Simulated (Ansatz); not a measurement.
`COCC[SiH3]` + `[OH][Sc]([Cl])[Cl]` → `[SiH3][O][Sc]([Cl])[Cl]` + `CCOC`  (ligand exchange at the Si–C bond)

Computed with Ansatz on PBE0-D4/def2-TZVP structures; ΔE is electronic, products minus reactants. CBS: MP2 limit from def2 TZ/QZ plus the TZ coupled-cluster correction, frozen cores. Functionals use def2-TZVPP. HSE06 is defined as in plane-wave codes. For Sc outer-core shells are correlated without core-valence functions, which leaves a few kJ/mol of doubt a bond. Scalar relativity is left out up to krypton. Each species was taken in one conformer, which may not be the lowest.

(1) Is it downhill or uphill in electronic energy at CCSD(T)/CBS, and by how much? (Estimate.)

(2) What do these levels give: revPBE-D4, HSE06-D4, MP2/def2-SVP, CCSD/def2-SVP, CCSD(T)/def2-SVP, CCSD(T)/def2-TZVPP? (Estimate.)

Largest T1 diagnostic among the species: 0.015.

Results:

(1) Ansatz gave: Downhill: ΔE = -118.2 kJ/mol.

(2) Ansatz gave: revPBE-D4 -101.5, HSE06-D4 -107.3, MP2/def2-SVP -119.4, CCSD/def2-SVP -120.4, CCSD(T)/def2-SVP -118.4, CCSD(T)/def2-TZVPP -117.1 kJ/mol.

Leaving LDA and LC-ωPBE aside and taking each functional with its dispersion term where it has one, the values, not all of them listed here, spread over 24.5 kJ/mol, from BHLYP-D4 to revPBE-D4. LDA lies +6.7 kJ/mol from PBE without D4. In def2-TZVPP, CCSD(T) changes the Hartree–Fock value by +22.2 kJ/mol (the triples alone add +2.7 kJ/mol) and MP2 by +21.4 kJ/mol. From PBE to PBE0 (25 % exact exchange), in def2-TZVPP and without D4, ΔE moves by −4.5 kJ/mol.
